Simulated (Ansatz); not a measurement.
Ansatz (a quantum-chemistry and plane-wave program) input (PBE0/def2-TZVP):

Ansatz 0.2 input:
```yaml
crystal:
  periodic: [false, false, false]
  atoms:
    - {symbol: C, position_ang: [-3.63379173, -0.35150734, -0.24817169]}
    - {symbol: C, position_ang: [-2.35590937, -0.74962053, 0.48416102]}
    - {symbol: C, position_ang: [-1.09124125, -0.30357243, -0.24552646]}
    - {symbol: C, position_ang: [0.18406830, -0.70655297, 0.48567675]}
    - {symbol: C, position_ang: [1.47464816, -0.33173346, -0.22012495]}
    - {symbol: C, position_ang: [2.69524979, -0.77936500, 0.43710291]}
    - {symbol: Cl, position_ang: [1.58435730, 1.56264592, -0.32642944]}
    - {symbol: H, position_ang: [-3.66991322, -0.79675392, -1.24537088]}
    - {symbol: H, position_ang: [-3.69470626, 0.73253762, -0.36890270]}
    - {symbol: H, position_ang: [-4.52305213, -0.67727926, 0.29426544]}
    - {symbol: H, position_ang: [-2.33440894, -1.83602163, 0.62010986]}
    - {symbol: H, position_ang: [-2.36040937, -0.31711545, 1.48992925]}
    - {symbol: H, position_ang: [-1.10751330, 0.78065899, -0.37579583]}
    - {symbol: H, position_ang: [-1.08225086, -0.73565171, -1.25261070]}
    - {symbol: H, position_ang: [0.20177514, -1.79569277, 0.60846358]}
    - {symbol: H, position_ang: [0.19671969, -0.27907672, 1.49216249]}
    - {symbol: H, position_ang: [1.44989577, -0.60344866, -1.27338739]}
    - {symbol: H, position_ang: [2.72932838, -0.85830149, 1.51540958]}
    - {symbol: H, position_ang: [3.62231767, -0.84472529, -0.11367795]}
basis:
  gaussian:
    orbitals: def2-TZVP
hamiltonian:
  xc: {name: PBE0}
magnetization: {spin_polarized: true, initial_magnetization: 1}
```

Output:

```
Functional definition: PBE0
integrals: 0.30 GiB planned
1876 factors; their error is unknown
0.36 GiB of the device are held for the grids
2.01 GiB of device memory are held for the factors and their scratch space
mean field: 2.40 GiB planned
mean field evaluation 1: about -18915.2362 eV, gradient 5.5e1 eV
mean field evaluation 2: about -18907.3604 eV, gradient 6.6e1 eV
mean field evaluation 4: about -18929.9240 eV, gradient 4.2e0 eV
mean field evaluation 8: about -18930.0156 eV, gradient 1.4e-1 eV
mean field evaluation 16: about -18930.0160 eV, gradient 7.5e-4 eV
mean field -18930.01604394 eV, -695.6652583892 hartree, gradient 5.1e-5 eV, S^2 0.756823; 0 other end points of the search recorded, 0 dependent functions left out
reference -18930.01608343 eV, -695.6652598403 hartree; 33, 32 occupied and 262, 263 virtual orbitals, 1876 factors
Total energy: -18930.01608343 eV, -695.6652598403 hartree
```

It need not be the lowest isomer of its formula.
